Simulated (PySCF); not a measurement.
## Excitation energy of Tc by level of theory

Tc [Kr] 4d5 5s2 (6S) → Tc [Kr] 4d7 (4F), as a difference of total energies. Calculation: PySCF 2.14, in x2c-QZVPPall (13s8p7d4f2g, 118 functions); the spin-free X2C one-electron Hamiltonian (Gaussian nucleus). The calculations carry no spin-orbit coupling.

```csv
method,excitation energy (eV)
UHF,3.598
wB97X,1.964
wB97M-V,1.869
```
